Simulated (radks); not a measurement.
Q: All-electron atom: Tb I in [Xe] 4f9 6s2. Method: Dirac Kohn-Sham, LDA (Slater exchange, Perdew-Wang correlation), spin-unpolarised, spherical densities, finite nucleus; open shells are shared between the two j in proportion to 2j + 1; Fermi nuclear charge, rms radius 5.06 fm; computed with a radial shooting solver on a logarithmic mesh with Libxc functionals. Some entries of the table are withheld. Estimate them.

| orbital | occ. | eigenvalue (eV) | <1/r> (bohr^-1) |
|---|---|---|---|
| 1s1/2 | 2 | -51747.22 | 73.03 |
| 2s1/2 | 2 | -8575.070 | 17.46 |
| 2p1/2 | 2 | -8152.895 | 17.45 |
| 2p3/2 | 4 | -7407.201 | 15.35 |
| 3s1/2 | 2 | -1901.343 | (1) |
| 3p1/2 | 2 | -1717.154 | (2) |
| 3p3/2 | 4 | -1563.282 | (3) |
| 3d3/2 | 4 | -1244.462 | 5.638 |
| 3d5/2 | 6 | -1210.856 | 5.506 |
| 4s1/2 | 2 | -376.0049 | 2.666 |
| 4p1/2 | 2 | -303.8319 | 2.560 |
| 4p3/2 | 4 | -269.3906 | 2.375 |
| 4d3/2 | 4 | (4) | 2.155 |
| 4d5/2 | 6 | (5) | 2.109 |
| 5s1/2 | 2 | -47.5367 | 1.006 |
| 5p1/2 | 2 | -28.0806 | 0.8800 |
| 5p3/2 | 4 | -23.6577 | 0.8126 |
| 6s1/2 | 2 | -3.8521 | 0.3062 |
| 4f5/2 | 3.85714 | (6) | (7) |
| 4f7/2 | 5.14286 | (8) | (9) |

A: 
(1) 3s1/2 <1/r> (bohr^-1): 6.369
(2) 3p1/2 <1/r> (bohr^-1): 6.289
(3) 3p3/2 <1/r> (bohr^-1): 5.755
(4) 4d3/2 eigenvalue (eV): -150.2508
(5) 4d5/2 eigenvalue (eV): -144.0301
(6) 4f5/2 eigenvalue (eV): -3.6804
(7) 4f5/2 <1/r> (bohr^-1): 1.519
(8) 4f7/2 eigenvalue (eV): -2.8935
(9) 4f7/2 <1/r> (bohr^-1): 1.494
